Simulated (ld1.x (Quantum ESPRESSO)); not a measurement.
## Cutoff test, boron, TM

- Element: B (Z = 5)
- Generator: ld1.x (Quantum ESPRESSO) 7.5
- Type: norm-conserving Troullier–Martins (Kleinman–Bylander form)
- Functional: PBE
- Relativity: fully relativistic
- Frozen core: [He]
- Valence charge: 3
- Reference configuration: 2s2 2p1
- Partial waves: 2s (bound): rc 1.70 bohr; 3d channel at 0.5 Ry: rc 2.45 bohr; 2p (bound): rc 2.30 bohr
- Local potential: the p channel
- Core correction: none

Open shells are filled in proportion to 2j + 1 (rel_dist='average').

The pseudo-atom Hamiltonian at the reference potential is diagonalised in spherical Bessel functions j_l(qr) that vanish at 20 bohr, with q² up to the cutoff. All-electron valence levels (Ry): 2s -0.6940, 2p1/2 -0.2653, 2p3/2 -0.2650.

Problem. How do the lowest levels (Ry) of each channel move with the cutoff, and are there ghosts?

Solution.

```tsv
cutoff (Ry)	s #1	s #2	d3/2 #1	d3/2 #2	d5/2 #1	d5/2 #2	p1/2 #1	p1/2 #2	p3/2 #1	f #1	Σ f·Δε (mRy)
8	-0.6715	-0.0110	0.0662	0.1603	0.0662	0.1603	-0.1978	0.0335	-0.1978	0.1130	112.4
10	-0.6783	-0.0114	0.0662	0.1603	0.0662	0.1603	-0.2232	0.0318	-0.2232	0.1130	73.3
12	-0.6844	-0.0117	0.0662	0.1603	0.0662	0.1603	-0.2420	0.0306	-0.2420	0.1130	42.4
15	-0.6888	-0.0119	0.0662	0.1603	0.0662	0.1603	-0.2580	0.0297	-0.2580	0.1130	17.6
18	-0.6922	-0.0120	0.0662	0.1603	0.0662	0.1603	-0.2625	0.0295	-0.2625	0.1130	6.2
21	-0.6930	-0.0121	0.0662	0.1603	0.0662	0.1603	-0.2644	0.0294	-0.2644	0.1130	2.9
30	-0.6932	-0.0121	0.0662	0.1603	0.0662	0.1603	-0.2650	0.0293	-0.2650	0.1130	1.9
35	-0.6934	-0.0121	0.0662	0.1603	0.0662	0.1603	-0.2650	0.0293	-0.2650	0.1130	1.4
40	-0.6937	-0.0121	0.0662	0.1603	0.0662	0.1603	-0.2651	0.0293	-0.2651	0.1130	0.8
45	-0.6938	-0.0121	0.0662	0.1603	0.0662	0.1603	-0.2651	0.0293	-0.2651	0.1130	0.4
50	-0.6940	-0.0121	0.0662	0.1603	0.0662	0.1603	-0.2651	0.0293	-0.2651	0.1130	0.1
400	-0.6940	-0.0121	0.0662	0.1603	0.0662	0.1603	-0.2651	0.0293	-0.2651	0.1130	0.0
```

Result: no extra level below or beside the all-electron valence levels (s, d3/2, d5/2, p1/2, p3/2, f tested); 10 mRy is reached at 18 Ry and 1 mRy at 40 Ry.
